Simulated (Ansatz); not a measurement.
**A reaction path, image by image**

GaNH$_{6}$, closed shell, from GaNH₆ ([NH3][GaH3]) to a complex of GaNH₄ ([NH2][GaH2]) + H₂; PBE0-D4/def2-SVP (Ansatz 0.2.0). Settings:

```yaml
hamiltonian: {xc: pbe0, dispersion: d4}
neb:
  images: 5
  climbing: true
  max_iterations: 40
  initial_path: idpp
```

First end:

```
8
angstrom
Ga -0.7625 0.2466 -0.7887
H -0.1257 -0.5690 -1.9847
H -0.5906 1.8187 -0.7888
H -2.0358 -0.3600 -0.0727
H 1.6168 0.0937 0.4405
N 0.6965 -0.2252 0.7204
H 0.7411 -1.2258 0.8748
H 0.4600 0.2210 1.5990
```

Second end:

```csv
atom,x (Å),y (Å),z (Å)
Ga1,-0.8855,0.4009,-0.0171
H2,0.9915,-0.5959,-2.3068
H3,-0.7296,1.8233,-0.6413
H4,-1.8776,-0.7111,-0.4820
H5,1.3258,-0.7069,-1.6472
N6,0.1757,0.0092,1.4018
H7,0.1561,-0.8673,1.8942
H8,0.8436,0.6478,1.7983
```

The ends were relaxed with PBE0-D4 in triple zeta, so they are not quite minima here (largest force components 0.26 and 0.45 eV/Å).

Energies along the converged band: It took 17 iterations. Path lengths are measured after rigid turns and shifts between images are taken out.
```json
{"image": "0", "path length (Å)": "0.00", "energy (eV)": "0.000"}
{"image": "1", "path length (Å)": "0.76", "energy (eV)": "0.010"}
{"image": "2", "path length (Å)": "1.53", "energy (eV)": "0.021"}
{"image": "3", "path length (Å)": "2.29", "energy (eV)": "0.301"}
{"image": "4 (climbing)", "path length (Å)": "3.05", "energy (eV)": "1.642"}
{"image": "5", "path length (Å)": "4.03", "energy (eV)": "0.910"}
{"image": "6", "path length (Å)": "5.01", "energy (eV)": "0.856"}
```
Energies count from the first end.

The images between the ends:
Image 1:
```xyz
8
angstrom
Ga -0.7476 0.2762 -0.8001
H 0.0103 -0.3353 -2.0482
H -0.7189 1.8482 -0.6148
H -1.9983 -0.5125 -0.2348
H 1.6253 -0.2999 0.3486
N 0.6806 -0.2515 0.7288
H 0.4640 -1.1600 1.1377
H 0.6844 0.4349 1.4826
```

Image 2:
```xyz
8
angstrom
Ga -0.7121 0.3219 -0.8175
H 0.1919 -0.0748 -2.0556
H -0.8300 1.8576 -0.4523
H -1.9344 -0.6198 -0.4648
H 1.4833 -0.7088 0.3477
N 0.6451 -0.2916 0.7508
H 0.2192 -0.9832 1.3669
H 0.9370 0.4987 1.3247
```

Image 3:
```xyz
8
angstrom
Ga -0.7349 0.3525 -0.7468
H 0.4744 -0.1915 -1.6713
H -0.8143 1.9177 -0.6112
H -1.9802 -0.6038 -0.6479
H 1.1537 -0.5315 0.0357
N 0.5579 -0.2714 0.8322
H 0.3220 -1.0908 1.3888
H 1.0213 0.4187 1.4205
```

Image 4:
```xyz
8
angstrom
Ga -0.7714 0.3512 -0.4662
H 0.7072 -0.3067 -1.4350
H -0.7661 1.8928 -0.7165
H -1.9204 -0.6751 -0.7270
H 0.9220 -0.4110 -0.4865
N 0.5173 -0.2373 0.8988
H 0.3140 -1.0634 1.4567
H 0.9972 0.4496 1.4757
```

Image 5:
```xyz
8
angstrom
Ga -0.8865 0.3889 -0.1458
H 0.9564 -0.4609 -1.8278
H -0.7846 1.8544 -0.6816
H -1.9092 -0.6933 -0.6238
H 1.0992 -0.5083 -1.0763
N 0.2612 -0.0896 1.1836
H 0.2926 -1.0113 1.6011
H 0.9708 0.5200 1.5705
```

The band counts as converged below 0.05 eV/Å. The run took about 110 s on 2 CPU threads of an Intel Xeon Platinum 8488C (shared host).
